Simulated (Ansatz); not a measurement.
Reaction (redistribution): `[SiH3][SiH]1B[SiH2]1` + `C[Si](N)(N)[SiH3]` → `N[Si](N)([SiH3])[SiH3]` + `C[SiH]1B[SiH2]1`

Program: Ansatz. Geometries: PBE0-D4/def2-TZVP. ΔE: electronic, gas phase. CBS: MP2 limit from def2 TZ/QZ plus the TZ coupled-cluster correction, frozen cores. Functionals use def2-TZVPP. One conformer a species, not always the lowest.

```json
{"level": "PBE0-D4", "ΔE (kJ/mol)": "25.0"}
{"level": "MP2/CBS(def2)", "ΔE (kJ/mol)": "28.1"}
```

Problem. What does CCSD(T)/CBS give? (Estimate.)

Solution. Ansatz gave: +28.0 kJ/mol. The listed levels differ from it by -3.0, 0.1 kJ/mol.

Largest T1 diagnostic among the species: 0.016.

From PBE to PBE0 (25 % exact exchange), in def2-TZVPP and without D4, ΔE moves by +3.4 kJ/mol.
